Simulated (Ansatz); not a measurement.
CH6BSbSe. Total charge 0; spin multiplicity 1. Correlated methods include outer-core shells of Sb, Se, which these sets cover unevenly. Scalar relativity is left out up to krypton. Sb: def2 effective core potential. The bonds changed during the relaxation, so this is another structure than the one it started from.

```xyz
10

Se    1.034   -1.717    0.137
C    -0.660   -0.976   -0.616
B     0.133    0.292   -0.214
Sb   -0.297    1.253    1.787
H     1.734   -1.768   -1.153
H    -1.467   -1.364    0.001
H    -0.752   -1.288   -1.653
H     0.812    0.839   -1.030
H    -1.463    2.295    1.093
H     0.926    2.434    1.647
```

(1) Give the diagnostics of a CCSD(T)/def2-TZVPP run (frozen core, the Gaussian-basis code of Ansatz). (Estimate.)

Answers

(1) The calculation gave: T1 = 0.0123, largest single amplitude 0.019, largest double 0.024, (T) share of the correlation energy 3.7 %, 9 CCSD cycles. The RHF solution is stable towards an unrestricted one. T1 lies under the customary mark of 0.02 for closed shells.
